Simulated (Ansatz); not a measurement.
Basis-set series for CHBF2Te, SMILES `FC1(F)B[Te]1`. Total charge 0; spin multiplicity 1. Te: def2 effective core potential. The geometry is a stationary point of PBE0-D4/def2-TZVP.

```json
{"functional": "PBE0-D4", "basis": "def2-SVP", "functions": "87", "energy (Eh)": "-530.76233", "HOMO (eV)": "-7.39", "LUMO (eV)": "-2.30"}
{"functional": "PBE0-D4", "basis": "def2-TZVPP", "functions": "188", "energy (Eh)": "-531.08755", "HOMO (eV)": "-7.43", "LUMO (eV)": "-2.37"}
{"functional": "ωB97M-V", "basis": "def2-SVP", "functions": "87", "energy (Eh)": "-530.90661", "HOMO (eV)": "-9.35", "LUMO (eV)": "-0.32"}
{"functional": "ωB97M-V", "basis": "def2-TZVPP", "functions": "188", "energy (Eh)": "-531.23939", "HOMO (eV)": "-9.41", "LUMO (eV)": "-0.45"}
```

Task: Give the rows for def2-QZVPP. (An estimate is asked.)

Result: Ansatz gave: 
```json
{"functional": "PBE0-D4", "basis": "def2-QZVPP", "functions": "340", "energy (Eh)": "-531.10265", "HOMO (eV)": "-7.46", "LUMO (eV)": "-2.39"}
{"functional": "ωB97M-V", "basis": "def2-QZVPP", "functions": "340", "energy (Eh)": "-531.25364", "HOMO (eV)": "-9.43", "LUMO (eV)": "-0.49"}
```
